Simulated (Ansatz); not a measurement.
`[SiH3]CC=S` + `C[SiH2][TeH]` → `C[SiH2][Te][SiH3]` + `CC=S` at 700 K and 1 bar (ligand exchange at the Si–C bond).

Program: Ansatz. Geometries: PBE0-D4/def2-TZVP. ΔE: electronic, gas phase. CCSD(T)/CBS adds triple-zeta CCSD(T) − MP2 to the extrapolated MP2 energy (def2 sets, frozen cores). def2 core potentials past Kr. For Te outer-core shells are correlated without core-valence functions, which leaves a few kJ/mol of doubt a bond. One conformer a species, not always the lowest.

```csv
species,CCSD(T)/CBS energy (Eh),H − E (kJ/mol),S (J/(mol·K))
`[SiH3]CC=S`,-766.54032,251.8,431.7
`C[SiH2][TeH]`,-598.49179,226.3,435.2
`C[SiH2][Te][SiH3]`,-888.79691,300.5,540.6
`CC=S`,-476.26007,186.0,338.2
```

H − E and S are ideal-gas, rigid-rotor, harmonic terms from PBE0-D4/def2-TZVP, for one conformer and one mirror image of each species. 1 Eh = 2625.50 kJ/mol, R = 8.31446 J/(mol·K).

By hand: ΔE, ΔH, ΔS and ΔG.

ΔE = (-888.79691) + (-476.26007) − (-766.54032) − (-598.49179) = -0.02487 Eh = -65.3 kJ/mol. Δ(H − E) = 300.5 + 186.0 − 251.8 − 226.3 = 8.4, so ΔH = -56.9 kJ/mol. ΔS = 540.6 + 338.2 − 431.7 − 435.2 = 11.9 J/(mol·K). ΔG = -56.9 − 700 × (11.9)/1000 = -65.2 kJ/mol.

By hand: the equilibrium constant, and the temperature at which ΔG would vanish if ΔH and ΔS stayed fixed.

log₁₀ K = −ΔG/(RT ln 10) = 4.9. ΔH and −TΔS have one sign here, so there is no such temperature.

The number of gas molecules stays the same, so ΔS is small and ΔH decides. A doubt of 5 kJ/mol in ΔE shifts log₁₀ K by 0.4 here. Other conformers and mirror images would add mixing entropy, several J/(mol·K) or more a flexible species. Modes under 60 cm⁻¹, often nearly free rotors, make the harmonic entropy too high. These are equilibria of isolated gas molecules and say nothing of rates. Largest T1 diagnostic: 0.016 (customary marks: 0.02 for closed shells, 0.045 for open ones).

ΔS is within the doubt of such terms, so its sign, and with it that verdict, could turn.
